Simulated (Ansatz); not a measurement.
`CN(P)[CH2][AlH2]` + H₂ → `CN(C)P` + `[AlH3]` at 298.15 K and 1 bar (hydrogenolysis of a C–Al bond).

Calculated with Ansatz (gas phase, PBE0-D4/def2-TZVP geometries, no zero-point term in ΔE). CBS: MP2 limit from def2 TZ/QZ plus the TZ coupled-cluster correction, frozen cores. This one scheme is used for every species. One conformer a species, not always the lowest.

| species | CCSD(T)/CBS energy (Eh) | H − E (kJ/mol) | S (J/(mol·K)) |
| --- | --- | --- | --- |
| `CN(P)[CH2][AlH2]` | -719.12295 | 292.4 | 370.1 |
| H₂ | -1.17544 | 35.1 | 130.4 |
| `CN(C)P` | -476.53702 | 281.6 | 315.8 |
| `[AlH3]` | -243.78045 | 58.9 | 207.5 |

H − E and S are ideal-gas, rigid-rotor, harmonic terms from PBE0-D4/def2-TZVP, for one conformer and one mirror image of each species. For small species the MP2-based limit differs from directly extrapolated CCSD(T) by up to some mEh (0.8 for H₂); such offsets cancel only in part. 1 Eh = 2625.50 kJ/mol, R = 8.31446 J/(mol·K).

**Question.** By hand: ΔE, ΔH, ΔS and ΔG.

**Answer.** ΔE = (-476.53702) + (-243.78045) − (-719.12295) − (-1.17544) = -0.01908 Eh = -50.1 kJ/mol. Δ(H − E) = 281.6 + 58.9 − 292.4 − 35.1 = 13.0, so ΔH = -37.1 kJ/mol. ΔS = 315.8 + 207.5 − 370.1 − 130.4 = 22.8 J/(mol·K). ΔG = -37.1 − 298.15 × (22.8)/1000 = -43.9 kJ/mol.

**Question.** By hand: the equilibrium constant, and the temperature at which ΔG would vanish if ΔH and ΔS stayed fixed.

**Answer.** log₁₀ K = −ΔG/(RT ln 10) = 7.7. ΔH and −TΔS have one sign here, so there is no such temperature.

ΔH outweighs TΔS. A doubt of 5 kJ/mol in ΔE shifts log₁₀ K by 0.9 here. Other conformers and mirror images would add mixing entropy, several J/(mol·K) or more a flexible species. These are equilibria of isolated gas molecules and say nothing of rates. Largest T1 diagnostic: 0.012 (customary marks: 0.02 for closed shells, 0.045 for open ones).
